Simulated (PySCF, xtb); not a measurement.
Cl2Hg, SMILES [Cl][Hg][Cl] (connectivity only; charge and spin as stated), charge -1, multiplicity 2.

Harmonic wavenumbers (cm⁻¹) from xtb with GFN2-xTB at its own minimum, in rising order: 29, 131, 138.

### Question
What does PBE-D3(BJ)/def2-SVPD (PySCF 2.14.0) give at its own minimum? (Estimate from the structure and the level; the computed values follow.)

### Answer
8, 172, 179. Paired by order, the mean absolute difference is 35 cm⁻¹ and the zero-point energies are 0.4 and 0.5 kcal/mol.
